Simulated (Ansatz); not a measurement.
The cluster Hf₂Se₄⁺. The state is a doublet with charge 1. Geometry PBE-D4/def2-SVP, that of the neutral singlet; atoms count from 1.

```xyz
6

Hf   -1.228   -0.095    1.202
Hf    1.224    0.094   -1.199
Se    0.666    0.346   -3.480
Se    0.043    1.882    0.196
Se   -0.052   -1.882   -0.198
Se   -0.653   -0.347    3.479
```

In the def2 sets Hf takes a core potential; there is no spin–orbit coupling. The structure comes from a short search, and lower isomers may exist.

(1) Estimate the Mulliken populations from the PBE0/def2-TZVP orbitals of Ansatz.

(2) Where does the spin sit?

(3) And the Mayer bond orders between bonded heavy atoms (over 0.3)?

Results:

(1) 
| atom | charge (e) | spin (α − β) | d electrons |
| --- | --- | --- | --- |
| Hf1 | 0.98 | -0.15 | 2.11 |
| Hf2 | 0.98 | -0.15 | 2.11 |
| Se3 | -0.16 | 0.48 | – |
| Se4 | -0.32 | 0.17 | – |
| Se5 | -0.32 | 0.17 | – |
| Se6 | -0.16 | 0.48 | – |
Mulliken values and Mayer orders depend strongly on the basis.

(2) Summed by element: Hf -0.30, Se 1.30, of 1 unpaired in all. Largest on single atoms: Se3 0.48, Se6 0.48, Se5 0.17.

(3) Hf1–Se4 1.14 (2.56 Å); Hf1–Se5 1.14 (2.56 Å); Hf1–Se6 2.02 (2.36 Å); Hf2–Se3 2.02 (2.36 Å); Hf2–Se4 1.14 (2.56 Å); Hf2–Se5 1.14 (2.56 Å).
